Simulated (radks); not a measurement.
Task: Valence configurations of Be II (all share [He]). Calculated with a radial shooting solver on a logarithmic mesh with Libxc functionals: scalar-relativistic Kohn-Sham, PBEsol, spin-polarised, spherical densities, finite nucleus; open shells are filled with parallel spins first; Fermi nuclear charge, rms radius 2.519 fm. Order these by energy: 2s0.5 2p0.5; 2p1; 2s1.

Result: From the lowest, in eV above it: 2s1 0.000; 2s0.5 2p0.5 2.000; 2p1 3.981. NIST lists [He] 2s1 as the ground configuration; this level of theory agrees among the configurations tried. The energies are those of spherical high-spin densities, not of single terms.
